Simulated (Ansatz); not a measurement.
Ideal-gas functions of `N[SiH](F)S` at 600 K and 1 bar, from an Ansatz frequency run at PBE0-D4/def2-TZVP.

Molar mass 97.19 g/mol, point group C1 (symmetry number 1), electronic degeneracy 1, moments of inertia 82.864, 145.849, 206.887 u Å². Harmonic wavenumbers (cm⁻¹, unscaled): 185, 205, 257, 307, 334, 361, 526, 697, 755, 835, 860, 905, 963, 1575, 2271, 2714, 3618, 3717.

Use S(trans) = R[1.5 ln M + 2.5 ln T − 1.1517]; rotational temperatures θ = 24.2544 K / I; S(rot) = R[ln(√π/σ · √(T³/θAθBθC)) + 1.5]; for each mode x = 1.438777 ν̃/T, S = R[x/(eˣ − 1) − ln(1 − e⁻ˣ)] and H = RT x/(eˣ − 1); 1 cm⁻¹ = 0.0119627 kJ/mol; R = 8.31446 J/(mol·K).

Problem. By hand: the entropy, in J/(mol·K).

Solution. Translation 180.5. Rotation: θ = 0.2927, 0.1663, 0.1172 K, giving 118.5. Vibration, mode by mode: 15.14, 14.30, 12.47, 11.05, 10.38, 9.77, 6.91, 4.95, 4.43, 3.80, 3.63, 3.33, 2.99, 0.93, 0.23, 0.09, 0.01, 0.01, in all 104.4. Electronic 0.0. Sum 403.4 J/(mol·K).

Problem. By hand: H − E and G − E in kJ/mol, counted from the electronic energy.

Solution. Zero-point energy ½ × 21085 × 0.0119627 = 126.1; thermal vibration 33.7; translation, rotation and pV give 4 RT = 20.0. H − E = 179.8 kJ/mol, and G − E = 179.8 − 600 × 403.4/1000 = -62.2 kJ/mol.

Vibration gives 26 % of the entropy. The sum counts one conformer and one mirror image; others add a mixing term.
